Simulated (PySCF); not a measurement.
H₃N.

```xyz
4

N      0.0000     0.0000     0.1117
H      0.8165    -0.4714    -0.2605
H     -0.8165    -0.4714    -0.2605
H      0.0000     0.9428    -0.2605
```
Charge 0, spin multiplicity 1.

Coordinates come from a B3LYP-D3(BJ)/def2-TZVP optimisation.

Method: B3LYP/pcSseg-2 in PySCF. Non-relativistic, no solvent.

Computed absolute GIAO shielding of each atom: isotropic value and principal components (ppm):
```csv
atom,σ(iso),σ11,σ22,σ33,span
N1,260.3,225.9,277.5,277.5,51.6
H2,31.6,26.0,26.8,42.1,16.0
H3,31.6,26.0,26.8,42.1,16.0
H4,31.6,26.0,26.8,42.1,16.0
```
